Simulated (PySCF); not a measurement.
**Ionisation energy of Lu⁵⁷⁺ by level of theory**

Lu⁵⁷⁺ [Ne] 3s2 3p2 (3P) → Lu⁵⁸⁺ [Ne] 3s2 3p1 (2P), as a difference of total energies. Calculation: PySCF 2.14, in an uncontracted even-tempered set (17 s from 15 bohr⁻², ratio 2.5; 12 p from 19 bohr⁻², ratio 2.5; 4 d from 74 bohr⁻², ratio 2.7; 4 f from 110 bohr⁻², ratio 2.7); scalar relativity by spin-free X2C-1e. Correlated levels: outer shells: 1s2 frozen; virtual orbitals above 40 to 60 times the deepest correlated orbital energy dropped. The calculations carry no spin-orbit coupling.

```
                method  ionisation energy (eV)
                   UHF                  5750.6
    MP2 (outer shells)                  5751.2
SCS-MP2 (outer shells)                  5751.0
   CCSD (outer shells)                  5751.2
CCSD(T) (outer shells)                  5751.2
```

Spin-orbit coupling is strong in these open shells (close to jj coupling). The scalar numbers leave it out and a first-order estimate fails, so it can dominate the gap to the real levels.

Breit and QED terms and the two-electron picture change are absent.

For comparison: 5937 ± 6 eV (theoretical estimate listed by NIST; NIST Atomic Spectra Database, ionization energies).
